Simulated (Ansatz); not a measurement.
Reaction (formal hydrolysis of a Ge–C bond): `[BH2][GeH2][C](C)=N` + H₂O → `[BH2][GeH2][OH]` + `CC=N`

Isolated molecules relaxed with PBE0-D4/def2-TZVP in Ansatz; ΔE leaves out vibrations. CCSD(T)/CBS is the MP2 limit (def2-TZVPP, def2-QZVPP) plus CCSD(T) − MP2 in def2-TZVPP, frozen cores. This one scheme is used for every species. Functionals use def2-TZVPP. B3LYP here is the variant with VWN-RPA as its local correlation; programs differ in this. For Ge outer-core shells are correlated without core-valence functions, which leaves a few kJ/mol of doubt a bond. Scalar relativity is left out up to krypton. One conformer a species, not always the lowest.

```tsv
level	ΔE (kJ/mol)
B3LYP-D4	-37.1
ωB97X-V	-43.0
B2PLYP	-43.6
PBE0	-36.8
CCSD/def2-TZVPP	-39.9
HF/def2-QZVPP	-67.0
SCS-MP2/def2-QZVPP	-39.3
HF/CBS(def2)	-67.1
```

**Question.** What does CCSD(T)/CBS give? (An estimate is asked.)

**Answer.** Computed: -30.3 kJ/mol. The listed levels differ from it by -6.8, -12.7, -13.3, -6.5, -9.6, -36.7, -9.0, -36.8 kJ/mol.

Largest T1 diagnostic among the species: 0.014.

The D4 term adds +9.8 kJ/mol with B3LYP and +5.7 kJ/mol with PBE0; it sums over pairs of atoms, weighted by their polarisabilities, and B3LYP, whose exchange is more repulsive, gets the larger term. In def2-TZVPP, CCSD(T) changes the Hartree–Fock value by +31.3 kJ/mol (the triples alone add +4.8 kJ/mol) and MP2 by +33.6 kJ/mol. From PBE to PBE0 (25 % exact exchange), in def2-TZVPP and without D4, ΔE moves by −5.6 kJ/mol.
